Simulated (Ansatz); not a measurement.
Input file for Ansatz (a quantum-chemistry and plane-wave program): R-CCSD(T)/aug-cc-pV(D+d)Z on CH3NS (a complex), monomers drawn apart or pushed together. Files ending in .json are basis or fitting sets from the Basis Set Exchange.

Ansatz 0.2 input:
```yaml
crystal:
  periodic: [false, false, false]
  atoms:
    - {symbol: S, position_ang: [0.21904765, 0.02306503, -0.80221055]}
    - {symbol: H, position_ang: [0.31103920, -0.04992053, 0.53737774]}
    - {symbol: H, position_ang: [-0.01054650, -1.29399874, -0.92292390]}
    - {symbol: C, position_ang: [0.56159647, -0.10400356, 3.80913881]}
    - {symbol: N, position_ang: [0.46037743, -0.15867397, 2.66971992]}
    - {symbol: H, position_ang: [0.65555110, -0.05340039, 4.87082660]}
basis:
  gaussian:
    orbitals: aug-cc-pV_D+d_Z.json
magnetization: {spin_polarized: false}
correlation: {method: ccsd_t, electrons: outside_noble_gas}
scf: {lower_state_search: off}
```

It printed:

```
WARN ansatz: RAYON_NUM_THREADS=2 ignored (pool sized by the plan → 2); use --threads N
Functional definition: HF
these checks for a lower state are left out or cut short: stability, starts, cluster_reference, orbital_swaps, neighbouring_geometries, increment
integrals: 0.15 GiB planned
1035 factors; integrals over basis functions are off by at most 1.1e-3 eV
mean field: 0.22 GiB planned
mean field evaluation 1: about -13374.4996 eV, gradient 2.9e1 eV
mean field evaluation 2: about -13374.5023 eV, gradient 2.9e1 eV
mean field evaluation 4: about -13376.7932 eV, gradient 3.7e0 eV
mean field evaluation 8: about -13376.8556 eV, gradient 3.3e-4 eV
mean field -13376.85558524 eV, -491.5903755994 hartree, gradient 9.8e-7 eV, S^2 0.000000; 0 other end points of the search recorded, 0 dependent functions left out
7 core orbitals not correlated
reference -13376.85558524 eV, -491.5903755994 hartree; 9, 9 occupied and 89, 89 virtual orbitals, 1035 factors
second order -12.34006265 eV of doubles, -0.00000000 eV of singles
coupled cluster: 0.41 GiB planned
cycle   1  -12.67658508 eV  change   -3.4e-1 eV  update   9.1e-2
cycle   2  -13.09760604 eV  change   -4.2e-1 eV  update   2.9e-2
cycle   3  -13.18566399 eV  change   -8.8e-2 eV  update   1.3e-2
cycle   4  -13.18776393 eV  change   -2.1e-3 eV  update   3.5e-3
cycle   5  -13.19090419 eV  change   -3.1e-3 eV  update   1.3e-3
cycle   6  -13.19114853 eV  change   -2.4e-4 eV  update   3.5e-4
cycle   7  -13.19125700 eV  change   -1.1e-4 eV  update   9.2e-5
cycle   8  -13.19134838 eV  change   -9.1e-5 eV  update   3.0e-5
cycle   9  -13.19136021 eV  change   -1.2e-5 eV  update   9.4e-6
perturbative correction -0.51304526 eV, -0.0188540654 hartree
Total energy: -13390.55999071 eV, -492.0940032110 hartree
Checks for a lower state left out: stability, starts, cluster_reference, orbital_swaps, neighbouring_geometries, increment
```

The calculation finished and met its thresholds.

Cost: about 7 core-seconds (a rough figure).
